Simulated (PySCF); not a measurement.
Zr(O)2 cation (O2Zr), SMILES [O]=[Zr]=[O] (connectivity only; charge and spin as stated), charge +1, multiplicity 2.

Geometry optimised at PBE0-D3(BJ)/def2-TZVP. The geometry has at least one imaginary mode, so it is a saddle point at that level. The multiplicity is an assumed one; other spin states were not compared. The isomer is the one that the SMILES or the coordinates give; other isomers of the formula were not compared. The def2 effective core potentials stand for the cores of Zr; spin–orbit coupling is left out.

Computed with TDA-CAM-B3LYP/def2-TZVPD (PySCF).

Vertical excitations. 

```
state    energy (eV)  λ (nm)      f                             main pairs
-------  -----------  ------  -----  -------------------------------------
root 1          1.43     868  0.000                     β HOMO−1→LUMO 97 %
root 2          1.93     644  0.000                     β HOMO−2→LUMO 97 %
root 3          1.96     633  0.000                     β HOMO−3→LUMO 97 %
root 4          2.41     515  0.001                     β HOMO−4→LUMO 96 %
root 5          2.74     452  0.052                       β HOMO→LUMO 85 %
root 6          4.37     284  0.000                     β HOMO→LUMO+1 91 %
root 7          4.59     270  0.000  α HOMO→LUMO 6 %, β HOMO−1→LUMO+1 81 %
root 8          5.01     247  0.000                   β HOMO−2→LUMO+1 86 %
root 9          5.09     244  0.005                   β HOMO−3→LUMO+1 84 %
root 10         5.18     240  0.001  α HOMO→LUMO 79 %, β HOMO−1→LUMO+1 8 %
```
Unrestricted roots are not spin-pure.
